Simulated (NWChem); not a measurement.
C₅H₁₅NSi; SMILES CN(C)[Si](C)(C)C

```xyz
22

C     -0.0113    -1.9118    -1.1996
N      0.1685    -1.1364     0.0000
C     -0.0113    -1.9118     1.1996
Si     0.0078     0.6106     0.0000
C     -1.7937     1.1791     0.0000
C      0.8543     1.2919    -1.5368
C      0.8543     1.2919     1.5368
H      0.1909    -1.3084    -2.0968
H     -1.0362    -2.3289    -1.3028
H      0.6859    -2.7719    -1.2235
H     -1.0362    -2.3289     1.3028
H      0.1909    -1.3084     2.0968
H      0.6859    -2.7719     1.2235
H     -2.3283     0.8075    -0.8892
H     -1.8690     2.2790     0.0000
H     -2.3283     0.8075     0.8892
H      1.8920     0.9312    -1.6138
H      0.3280     1.0238    -2.4662
H      0.8807     2.3925    -1.4861
H      0.8807     2.3925     1.4861
H      0.3280     1.0238     2.4662
H      1.8920     0.9312     1.6138
```
Atoms are numbered in this order, from 1.

Results from NWChem. Medium grid unless said otherwise, to which SCAN and Minnesota functionals are sensitive. The geometry was optimised at PBE0/def2-SVP. Not confirmed as a minimum by frequencies. Total energies of different functionals are on different scales.

| level | energy (Ha) | highest occupied level (eV) | orbital gap (eV) | dipole (D) |
|---|---|---|---|---|
| B3LYP/def2-SVP | -543.5979 | -5.61 | 6.72 | 0.13 |
| PBE/def2-SVP | -543.0582 | -4.49 | 5.10 | 0.12 |
| PW6B95/def2-SVP | -544.1467 | -5.97 | 7.38 | 0.13 |
| BP86/def2-SVP | -543.5871 | -4.59 | 5.28 | 0.11 |
| r2SCAN/def2-SVP | -543.3862 | -4.77 | 6.02 | 0.12 |
| M06-2X/def2-SVP | -543.4149 | ___ | ___ | 0.16 |
| B97-D/def2-SVP | -543.3965 | -4.51 | 5.29 | 0.12 |
| OLYP/def2-SVP | -543.4429 | -4.40 | 5.07 | 0.12 |
| B97-2/def2-SVP | -543.5029 | -5.61 | 7.08 | 0.14 |

Task: Complete the blanks.

Result: 
- M06-2X/def2-SVP, highest occupied level (eV): -7.16
- M06-2X/def2-SVP, orbital gap (eV): 9.25
